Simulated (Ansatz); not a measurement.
Species: YF3, charge 0, multiplicity 3. The spin state was set by rule; other spins were not relaxed. SMILES of the parent species: [F][Y]([F])[F]
Geometry from a B3LYP-D3(BJ)/def2-TZVP (Ansatz, a quantum-chemistry and plane-wave program) optimisation:
```xyz
4

Y     -0.0003    -0.0539     0.0224
F     -1.8409    -0.9743    -0.0226
F      0.0111     1.8967    -0.7894
F      1.8312    -0.6888     0.7148
```
Charge 0, spin multiplicity 3.

Parts of the frozen-core correlation energy in STO-3G (Ansatz, hartree). Frozen orbitals: 21; correlated occupied orbitals by spin: 13 and 11; virtual: 8 and 10. UHF or UKS for open shells. No spin-orbit coupling. In def2 rows, elements after Kr have scalar-relativistic effective core potentials. STO-3G rows are all-electron and non-relativistic.

```csv
term,value
reference (HF),-3591.69241
MP2 opposite-spin,-0.08195
MP2 same-spin,-0.03095
CCSD correlation,-0.11969
(T),-0.02685
T1 diagnostic,0.048
largest doubles amplitude,0.059
<S^2> of the reference,2.008
```
